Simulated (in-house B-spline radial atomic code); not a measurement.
A run on Fe⁻ that did not converge. Method: scalar-relativistic (X2C) PBE0, spin-polarised, spherical fractional occupations, exact exchange averaged over the configuration, Fermi nucleus of rms radius 3.7377 fm; computed with a B-spline radial code for spherical atoms.

Command:
```bash
python run_scf.py task.json out
```
Settings (nuclear radius in fm, mass in u):
```
Z                26
configuration    [Ar] 3d7 4s2
hamiltonian      x2c
method           pbe0
spin_polarised   True
nucleus          fermi
rms_radius       3.7377
atomic_mass      55.93494
speed_of_light   137.035999084
exact_exchange   averaged over the configuration
```

First and last ten iterations of the last attempt (damped for 15 steps, keeping 80 % of the old Fock matrix, then DIIS):
```
 iter        energy (Eh)    residual
    1       -1259.755097    3.92e-01
    2       -1260.174957    5.97e-01
    3       -1265.868200    4.12e-01
    4       -1269.148378    2.57e-01
    5       -1270.904580    1.49e-01
    6       -1271.762586    9.22e-02
    7       -1272.139646    6.57e-02
    8       -1272.290398    4.43e-02
    9       -1272.349917    2.94e-02
   10       -1272.376772    2.10e-02
  111       -1271.509731    7.95e-02
  112       -1271.500514    8.00e-02
  113       -1270.923200    8.54e-02
  114       -1270.910488    8.60e-02
  115       -1270.911148    8.59e-02
  116       -1271.455031    8.31e-02
  117       -1270.997493    8.35e-02
  118       -1270.984009    8.30e-02
  119       -1272.385526    1.51e-02
  120       -1272.385615    1.50e-02
 not converged after 120 iterations
```

The smallest residual met was 1.1e-02; the threshold is about 3e-07. No energy from this run should be used. Run time, properties included: 5.8 s on 1 thread of Intel(R) Xeon(R) 6975P-C, with other jobs on the host.
